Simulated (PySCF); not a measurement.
Spinor energies of Tm⁺ (thulium, charge +1)

Start: [Xe] 4f13 6s1; 4f5/2 filled at m_j = -5/2, -3/2, -1/2, +1/2, +3/2, +5/2; 4f7/2 filled at m_j = -5/2, -3/2, -1/2, +1/2, +3/2, +5/2, +7/2; 6s1/2 filled at m_j = +1/2. Calculated with PySCF 2.14 in x2c-TZVPall-2c: generalised Hartree-Fock with the X2C-1e Hamiltonian and a Gaussian nucleus; one run each with spin-orbit coupling (SO) switched off, then screened by Boettger's factors.

```
spinor shell  electrons  ε, spin-free (eV)  ε, screened SO (eV)  weight of nominal j (screened SO)  rms radius, screened SO (bohr)
       1s1/2          2           -59699.3             -59685.1                              1.000                          0.0227
       2s1/2          2           -10207.9             -10203.6                              1.000                          0.0917
       2p1/2          2            -9011.5              -9707.0                              1.000                          0.0783
       2p3/2          4            -9011.5              -8721.6                              1.000                          0.0852
       3s1/2          2            -2354.4              -2353.1                              1.000                           0.235
       3p1/2          2            -1985.3              -2134.7                              1.000                           0.227
       3p3/2          4            -1985.3              -1922.2                              1.000                           0.241
       3d3/2          4            -1526.6              -1553.9                              1.000                           0.214
       3d5/2          6            -1526.6              -1507.4                              1.000                           0.218
       4s1/2          2            -495.87              -495.53                              1.000                           0.530
       4p1/2          2            -372.16              -406.61                              0.999                           0.542
       4p3/2          4            -372.16              -357.57                              1.000                           0.574
       4d3/2          4            -204.67              -210.96                              0.993                           0.612
       4d5/2          6            -204.67              -200.27                              0.995                           0.624
       5s1/2          2            -70.963              -70.924                              1.000                            1.33
       5p1/2          2            -39.719              -44.183                              0.992                            1.51
       5p3/2          4            -39.719              -37.869                              0.996                            1.63
       4f5/2          6            -20.022              -21.136                              0.945                           0.870
       4f7/2          7            -20.022              -18.974                              0.953                           0.896
       6s1/2          1            -11.186              -11.192                              1.000                            4.04
```

| quantity | spin-free | screened SO |
| --- | --- | --- |
| E (hartree) | -13557.07459 | -13569.05401 |
| M_J | 4 | 4 |
| ⟨J²⟩ | 20.011 | 20.011 |
| ⟨L²⟩ | 12.010 | 12.108 |
| ⟨S²⟩ | 2.001 | 2.102 |

Each row is a mean over spinors that exchange with the open shell spreads, by up to 9.477 eV (4d5/2).

Breit and QED terms are absent; they matter most for the inner s and p1/2 levels.

Densities and radii are taken from the X2C orbitals without a picture-change correction, which distorts them close to the nucleus.

Without spin-orbit coupling the j labels of p, d and f shells carry no meaning; the spin-free column gives the mean over the occupied spinors of each nl shell.
